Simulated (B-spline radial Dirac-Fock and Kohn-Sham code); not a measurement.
**Magnetic form factor of the 4d shell of Rh⁶⁺**

System: rhodium as Rh⁶⁺, 1s2 2s2 2p6 3s2 3p6 3d10 4s2 4p6 4d3, inside a Watson sphere of charge -6 and radius 2.7 Å (a model of the Madelung potential; inside it an electron's potential energy is raised by 32.0 eV).

Level of theory: Dirac-Fock densities; an atomic code on a B-spline grid. ⟨j_K⟩ is the integral of the 4d radial density with the spherical Bessel function j_K(4πsr), s = sin θ/λ.

| s (Å⁻¹) | ⟨j0⟩ | ⟨j2⟩ | ⟨j4⟩ |
| --- | --- | --- | --- |
| 0 | 1.0000 | 0.0000 | 0.0000 |
| 0.1 | 0.8822 | 0.0459 | 0.0009 |
| 0.12 | 0.8346 | 0.0637 | 0.0017 |
| 0.15 | 0.7533 | 0.0931 | 0.0040 |
| 0.18 | 0.6639 | 0.1235 | 0.0077 |
| 0.22 | 0.5396 | 0.1620 | 0.0153 |
| 0.27 | 0.3891 | 0.2008 | 0.0290 |
| 0.33 | 0.2331 | 0.2270 | 0.0502 |
| 0.41 | 0.0851 | 0.2256 | 0.0807 |
| 0.51 | -0.0068 | 0.1818 | 0.1100 |
| 0.63 | -0.0274 | 0.1093 | 0.1205 |
| 0.77 | -0.0045 | 0.0418 | 0.1032 |
| 0.95 | 0.0250 | 0.0009 | 0.0632 |
| 1.17 | 0.0338 | -0.0051 | 0.0233 |
| 1.45 | 0.0227 | 0.0060 | 0.0012 |

Radial moments of the shell: ⟨r²⟩ = 1.695, ⟨r⁴⟩ = 4.567, ⟨r⁶⟩ = 18.06 in powers of bohr.

Values without a named source are computed, but for edge energies of neutral atoms, which are taken from tables.
